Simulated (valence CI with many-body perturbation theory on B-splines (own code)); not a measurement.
# Energy levels of Tl75+

Calculated by valence CI with perturbative core correlation (CI+MBPT): four valence electrons over a frozen Dirac-Fock core [He], a basis of 11 s, 11 p, 10 d, 8 f, 5 g, 2 h functions for each j, with the one-electron correlation potential Σ1, the two-electron term Σ2, the three-electron term Σ3, Breit, model QED; selected CI, second order for the rest, scaled by the run's own slope (own B-spline code, finite nucleus).

The last digits are not significant, and no measured levels were compared; by estimate large intervals hold to a few tenths of a per cent, small ones and those within an open d or f shell to about a per cent. Among the levels kept, up to 1200 cm⁻¹ of a level comes from second order outside the variational space, and about a tenth of that is noise between levels of different J, which matters for small intervals.

Levels 1 to 45 of 192, with energies above the lowest level, (2s^2 2p1/2^2) J=0. "Leading %" is the weight of the configuration and term that name the level; weights of strongly mixed levels are sums over their largest components and can fall short. In the jj column 3d3/2^4 stands for four electrons in 3d with j = 3/2. Lifetimes count E1, E2, E3, M1 and M2 decay at the calculated energies, and are blank where another channel may lead or the interval is too uncertain; long ones can be off by a factor of two.

| No. | Configuration | Term | J | E (eV) | Leading % | g | Leading jj | Lifetime |
| --- | --- | --- | --- | --- | --- | --- | --- | --- |
| 1 | 2s2 2p2 | 3P | 0 | 0 | 68 |  | 2s^2 2p1/2^2 (100 %) |  |
| 2 | 2s2 2p2 | 3P | 1 | 2156 | 100 | 1.462 | 2s^2 2p1/2 2p3/2 (100 %) | 16.6 ps |
| 3 | 2s2 2p2 | 1D | 2 | 2174 | 66 | 1.123 | 2s^2 2p1/2 2p3/2 (100 %) | 2.12 ns |
| 4 | 2s 2p3 | 3P° | 2 | 2508 | 49 | 1.475 | 2s 2p1/2^2 2p3/2 (100 %) | 23.5 ps |
| 5 | 2s 2p3 | 1P° | 1 | 2608 | 31 | 1.111 | 2s 2p1/2^2 2p3/2 (100 %) | 32.2 fs |
| 6 | 2s2 2p2 | 3P | 2 | 4362 | 65 | 1.285 | 2s^2 2p3/2^2 (99 %) | 4.20 ps |
| 7 | 2s2 2p2 | 1S | 0 | 4434 | 67 |  | 2s^2 2p3/2^2 (99 %) | 3.86 ps |
| 8 | 2s 2p3 | 5S° | 2 | 4633 | 51 | 1.540 | 2s 2p1/2 2p3/2^2 (100 %) | 135 fs |
| 9 | 2s 2p3 | 3D° | 3 | 4679 | 100 | 1.284 | 2s 2p1/2 2p3/2^2 (100 %) | 143 fs |
| 10 | 2s 2p3 | 3P° | 0 | 4754 | 100 |  | 2s 2p1/2 2p3/2^2 (100 %) | 41.5 fs |
| 11 | 2s 2p3 | 3S° | 1 | 4779 | 54 | 1.295 | 2s 2p1/2 2p3/2^2 (100 %) | 21.0 fs |
| 12 | 2s 2p3 | 1D° | 2 | 4787 | 74 | 1.036 | 2s 2p1/2 2p3/2^2 (100 %) | 21.4 fs |
| 13 | 2s 2p3 | 3P° | 1 | 4793 | 64 | 1.278 | 2s 2p1/2 2p3/2^2 (100 %) | 37.9 fs |
| 14 | 2p4 | 3P | 2 | 5160 | 67 | 1.295 | 2p1/2^2 2p3/2^2 (99 %) | 22.2 fs |
| 15 | 2p4 | 1S | 0 | 5234 | 65 |  | 2p1/2^2 2p3/2^2 (99 %) | 20.5 fs |
| 16 | 2s 2p3 | 3P° | 2 | 6907 | 51 | 1.433 | 2s 2p3/2^3 (100 %) | 43.3 fs |
| 17 | 2s 2p3 | 1P° | 1 | 7005 | 35 | 1.142 | 2s 2p3/2^3 (100 %) | 17.5 fs |
| 18 | 2p4 | 3P | 1 | 7336 | 100 | 1.462 | 2p1/2 2p3/2^3 (100 %) | 14.2 fs |
| 19 | 2p4 | 1D | 2 | 7354 | 68 | 1.114 | 2p1/2 2p3/2^3 (100 %) | 14.6 fs |
| 20 | 2p4 | 3P | 0 | 9575 | 65 |  | 2p3/2^4 (100 %) | 10.7 fs |
| 21 | 2s2 2p 3s | 3P° | 0 | 12916 | 100 |  | 2s^2 2p1/2 3s (100 %) | 2.71 fs |
| 22 | 2s2 2p 3s | 3P° | 1 | 12920 | 67 | 1.292 | 2s^2 2p1/2 3s (100 %) | 2.27 fs |
| 23 | 2s2 2p 3p | 3D | 1 | 13019 | 74 | 0.624 | 2s^2 2p1/2 3p1/2 (100 %) | 170 fs |
| 24 | 2s2 2p 3p | 3P | 0 | 13076 | 67 |  | 2s^2 2p1/2 3p1/2 (99 %) | 96.5 fs |
| 25 | 2s 2p2 3s | 5P | 1 | 13241 | 40 | 1.984 | 2s 2p1/2^2 3s (99 %) | 2.72 fs |
| 26 | 2s 2p2 3s | 3P | 0 | 13285 | 67 |  | 2s 2p1/2^2 3s (99 %) | 2.89 fs |
| 27 | 2s 2p2 3p | 3P° | 1 | 13353 | 33 | 1.319 | 2s 2p1/2^2 3p1/2 (100 %) | 1.26 fs |
| 28 | 2s 2p2 3p | 3P° | 0 | 13354 | 53 |  | 2s 2p1/2^2 3p1/2 (100 %) | 116 fs |
| 29 | 2s2 2p 3p | 3D | 2 | 13681 | 51 | 1.138 | 2s^2 2p1/2 3p3/2 (100 %) | 101 fs |
| 30 | 2s2 2p 3p | 3P | 1 | 13682 | 49 | 1.494 | 2s^2 2p1/2 3p3/2 (100 %) | 132 fs |
| 31 | 2s2 2p 3d | 3F° | 2 | 13754 | 75 | 0.736 | 2s^2 2p1/2 3d3/2 (100 %) | 2.57 fs |
| 32 | 2s2 2p 3d | 3D° | 1 | 13782 | 50 | 0.824 | 2s^2 2p1/2 3d3/2 (100 %) | 303 as |
| 33 | 2s2 2p 3d | 3P° | 2 | 13932 | 46 | 1.284 | 2s^2 2p1/2 3d5/2 (97 %) | 453 as |
| 34 | 2s2 2p 3d | 3F° | 3 | 13937 | 45 | 1.087 | 2s^2 2p1/2 3d5/2 (100 %) | 451 as |
| 35 | 2s 2p2 3p | 3P° | 2 | 14010 | 36 | 1.480 | 2s 2p1/2^2 3p3/2 (97 %) | 12.3 fs |
| 36 | 2s 2p2 3p | 3D° | 1 | 14015 | 30 | 1.143 | 2s 2p1/2^2 3p3/2 (100 %) | 1.36 fs |
| 37 | 2s 2p2 3d | 3D | 1 | 14081 | 48 | 0.475 | 2s 2p1/2^2 3d3/2 (100 %) | 2.80 fs |
| 38 | 2s 2p2 3d | 3D | 2 | 14087 | 30 | 1.094 | 2s 2p1/2^2 3d3/2 (99 %) | 2.40 fs |
| 39 | 2s 2p2 3d | 3D | 3 | 14255 | 39 | 1.319 | 2s 2p1/2^2 3d5/2 (100 %) | 452 as |
| 40 | 2s 2p2 3d | 3D | 2 | 14274 | 26 | 1.037 | 2s 2p1/2^2 3d5/2 (99 %) | 459 as |
| 41 | 2s2 2p 3s | 3P° | 2 | 15132 | 99 | 1.461 | 2s^2 2p3/2 3s (99 %) | 3.55 fs |
| 42 | 2s2 2p 3s | 1P° | 1 | 15142 | 66 | 1.116 | 2s^2 2p3/2 3s (99 %) | 1.86 fs |
| 43 | 2s2 2p 3p | 3P | 1 | 15256 | 50 | 1.445 | 2s^2 2p3/2 3p1/2 (97 %) | 79.3 fs |
| 44 | 2s2 2p 3p | 3D | 2 | 15257 | 48 | 1.135 | 2s^2 2p3/2 3p1/2 (98 %) | 89.8 fs |
| 45 | 2s 2p2 3s | 5P | 2 | 15363 | 83 | 1.711 | 2s 2p1/2 2p3/2 3s (99 %) | 4.22 fs |

The ionisation energy to 2s2 2p 2P°_1/2 of the next ion comes out as 22787 eV (NIST: 22780 ± 100 eV (theoretical)). All 192 levels together are meant to be complete up to 18459 eV.
